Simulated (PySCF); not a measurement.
MN15 on Cu⁻ (copper, charge -1), [Ar] 3d10 4s2, closed-shell 1S. All numbers are calculated (PySCF 2.14, the non-relativistic Hamiltonian (point nucleus), in def2-TZVPPD).

```
cycle= 1 E= -1640.76372150291  delta_E= -0.00841  |g|= 0.455  |ddm|= 0.38
cycle= 2 E= -1640.61250505709  delta_E= 0.151  |g|= 1.13  |ddm|= 0.508
cycle= 3 E= -1640.79522415894  delta_E= -0.183  |g|= 0.0374  |ddm|= 0.303
cycle= 4 E= -1640.79552333536  delta_E= -0.000299  |g|= 0.00935  |ddm|= 0.0309
cycle= 5 E= -1640.79553777355  delta_E= -1.44e-05  |g|= 0.000286  |ddm|= 0.00422
cycle= 6 E= -1640.79553778712  delta_E= -1.36e-08  |g|= 1.5e-05  |ddm|= 0.000179
cycle= 7 E= -1640.79553778714  delta_E= -2.91e-11  |g|= 3.67e-07  |ddm|= 1.51e-05
converged SCF energy = -1640.79553778714  <S^2> = -1.2434498e-14  2S+1 = 1
```

Highest occupied orbital energy: 0.117 eV; ⟨L²⟩ = 0.00; populations by l: s 8.00, p 12.00, d 10.00, f 0.00.

Can this result be used?

With care. Self-consistency was reached. At MN15 the highest occupied level has a positive energy, so only the finite basis holds that electron; in a semilocal or global hybrid functional this comes from self-interaction and does not mean that the real anion is unbound.
